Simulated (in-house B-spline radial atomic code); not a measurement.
**RPA and G0W0 on wB97X: Cs⁴⁺**

Configuration [Kr] 4d10 5s2 5p3, highest spin, mean-field start wB97X. Computed with an all-electron radial atomic-structure program (B-spline basis): all electrons, scalar-relativistic (spin-free one-electron X2C), finite nucleus, each spin shell either full or empty, empty states to l = 9 with an (l + 1/2)⁻⁴ tail; G0W0 by contour deformation at full frequency.

Spin-orbit coupling, left out, splits p levels strongly here.

Command:
```bash
python run_gw.py task.json out
```
Settings (radii: box in bohr, nucleus in fm):
```
Z                        55
electrons                51
configuration            [Kr] 4d10 5s2 5p3
hamiltonian              x2c
method                   wb97x
lmax                     9
rms_radius               4.8041
spin_polarised           True
box_radius               11.96
intervals                67
```

Cost of the run: 8.9 s on 1 thread of Arm Neoverse N1, with other jobs on the host.

Energies (hartree):

| term | value |
| --- | --- |
| mean-field total | -7782.62716 |
| Hartree-Fock functional on these orbitals | -7779.40241 |
| direct second order | -4.4827 |
| second-order exchange | 1.2302 |
| SOSEX correction | 1.1575 |

Task: What is the RPA correlation energy, and what remains with SOSEX?

Result: RPA gives -3.988 hartree (-2.13 eV per electron); RPA + SOSEX gives -2.8305, and the second-order doubles -3.2525 hartree (no singles). RPA lacks exchange-type terms and so overcorrelates at short range.

Quasi-particle levels (eV):

```tsv
level	occupied	mean field	Σx - vxc	Σc	QP weight	G0W0
5p up	yes	-56.13	-1.60	?	?	?
5s down	yes	-68.52	1.28	-2.79	0.963	-70.02
4d down	yes	-122.88	-7.21	1.42	0.908	-128.67
5p down	no	-45.82	4.12	-2.45	0.961	-44.15
```

G0W0 = mean field + (Σx - vxc) + Σc, with Σc (partial-wave tail included) taken at the quasi-particle energy. Only the outer levels were computed. Levels of low weight are left out.

Task: Where does G0W0 put 5p up?

Result: At -58.52 eV, with Σc = -0.79 eV and a quasi-particle weight of 0.962. The tabulated removal energy is 56 ± 1.9 eV (NIST, tabulated theory); the calculation leaves out spin-orbit coupling, Breit and QED terms, and what these don't explain is the method's own error.
